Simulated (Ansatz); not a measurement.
## Relative stability

The two ends of one reaction step of SiH₂BrF₃, closed shell (PBE0-D4/def2-TZVP).

A:

```
7
angstrom
Si -0.6608 0.3514 -0.5436
Br -0.2864 -1.8131 -0.3473
F -1.7632 0.5378 -1.6560
F -1.2570 0.8771 0.8147
H 0.5534 1.0791 -0.9102
H 1.5277 -0.9299 1.2168
F 1.8862 -0.1022 1.4256
```

B:

| atom | x (Å) | y (Å) | z (Å) |
| --- | --- | --- | --- |
| Si1 | -0.2071 | 1.1683 | -0.3351 |
| Br2 | 0.3968 | -3.4925 | 0.9807 |
| F3 | -0.9473 | 0.7372 | -1.6517 |
| F4 | -1.2726 | 1.3510 | 0.8044 |
| H5 | 0.5596 | 2.3942 | -0.5400 |
| H6 | 0.7157 | -2.1454 | 0.6544 |
| F7 | 0.7547 | -0.0125 | 0.0874 |

Computed with Ansatz 0.2.0 (basis: def2-TZVPP); correlated methods freeze the cores. Filled d shells of the heavier atoms are correlated. The def2 sets are not built for correlating such inner shells, so the correlated values are less sure here. B3LYP uses VWN-RPA correlation.

Which structure is lower at CCSD(T), and by how much? (To be estimated.)

By the calculation: B, by 15.24 kcal/mol (electronic energy, against the other). By their contacts, A is a complex of SiHBrF₂ ([F][SiH]([F])[Br]) + HF and B is a complex of SiHF₃ ([F][SiH]([F])[F]) + HBr.

All methods give the same order:

```
      method  E(B) − E(A) (kcal/mol)
       SPW92                  -10.90
      PBE-D4                  -10.74
     BLYP-D4                  -13.71
   r2SCAN-D4                  -13.42
      B97M-V                  -15.20
     PBE0-D4                  -11.60
    B3LYP-D4                  -14.26
  r2SCAN0-D4                  -13.52
    BHLYP-D4                  -15.22
CAM-B3LYP-D4                  -15.81
     wB97X-V                  -13.69
     wB97M-V                  -13.34
      B2PLYP                  -15.62
    PBE-QIDH                  -13.24
  RPA on PBE                  -16.25
          HF                  -19.32
         MP2                  -13.96
        CCSD                  -16.02
     CCSD(T)                  -15.24
```

T1 diagnostic: at most 0.010.

Labels in which every atom is bracketed show which atoms are joined, not bond orders.

For scale, one of the runs: CCSD(T)/def2-TZVPP, 211 basis functions, launched by `ansatz run in.yaml --threads 8 --pin off --events-out ev --progress --plain --max-ram 19148MiB`. Hardware: 8 CPU threads of an Arm Neoverse V1, shared host. Wall time 84 s; peak host memory 3.3 GiB.
